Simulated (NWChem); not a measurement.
System: C$_{4}$H$_{7}$, doublet; SMILES C(C)(=[CH])C

```xyz
11

C      1.4839     0.2427     0.0008
C      0.1850     0.0022    -0.0004
C     -0.3710    -1.3960     0.0004
C     -0.8297     1.1203    -0.0040
H      2.1301     1.1214     0.0004
H      0.4266    -2.1506     0.0080
H     -1.0136    -1.5575     0.8824
H     -1.0018    -1.5631    -0.8890
H     -0.3563     2.1117    -0.0013
H     -1.4783     1.0486    -0.8935
H     -1.4861     1.0474     0.8797
```
Atoms are numbered in this order, from 1.

Level: PBE0/def2-SVP, spin-unrestricted (NWChem), optimised geometry, unscaled harmonic frequencies. 

```tsv
frequency (cm⁻¹)	IR intensity (km/mol)
166	0.0
205	0.5
364	0.1
396	4.1
434	8.5
694	40.9
813	9.1
875	18.7
948	3.3
953	0.7
1077	3.1
1079	0.6
1233	5.3
1374	5.0
1386	1.2
1441	0.1
1445	8.9
1453	9.7
1459	20.2
1728	6.3
3041	15.4
3045	26.3
3121	5.9
3122	19.4
3168	11.4
3176	8.4
3265	0.7
```

```
Item                                                                                                  Value
-----------------------------------------------------------------------------------------  ----------------
zero-point energy                                                                             59.2 kcal/mol
thermal correction to the enthalpy at 298.15 K (with zero-point energy)                       63.2 kcal/mol
heat capacity Cv                                                                           18.4 cal/(mol K)
entropy at 298.15 K and 1 atm (symmetry number 1, electronic part: spin degeneracy alone)  72.1 cal/(mol K)
dipole moment                                                                                        1.02 D
```

Rigid rotor and harmonic oscillator.
